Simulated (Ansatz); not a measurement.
Total energies of cyclo-(H2SnO)2 (Sn2O2H4) from Ansatz at r2SCAN-D4/def2-TZVP, gas phase (1 Eh = 27.2114 eV = 2625.5 kJ/mol). The reference geometry is relaxed at B3LYP-D4/def2-SVP.

| state | geometry | energy (Eh) |
| --- | --- | --- |
| charge 0 singlet | reference | -581.62482 |
| charge 1 doublet | reference | -581.28204 |
| free Sn atom (triplet) | – | -214.33064 |
| free H atom (doublet) | – | -0.49993 |
| free O atom (triplet) | – | -75.05861 |

In the def2 sets Sn takes a core potential; there is no spin–orbit coupling.

(1) Work out the vertical ionisation energy to the doublet.

(2) What is the binding energy per atom against free atoms?

(1) E(charge 1 doublet) − E(charge 0 singlet) = -581.28204 − (-581.62482) = 0.34278 Eh = 9.33 eV. For comparison, −ε of the highest occupied level is 6.63 eV at this level, 2.70 eV less.

(2) Atoms: 2 × (-214.33064) + 4 × (-0.49993) + 2 × (-75.05861) = -580.77822 Eh. Binding: -580.77822 − (-581.62482) = 0.84660 Eh = 23.04 eV, or 2.88 eV for each of 8 atoms (no zero-point energy, no counterpoise term).
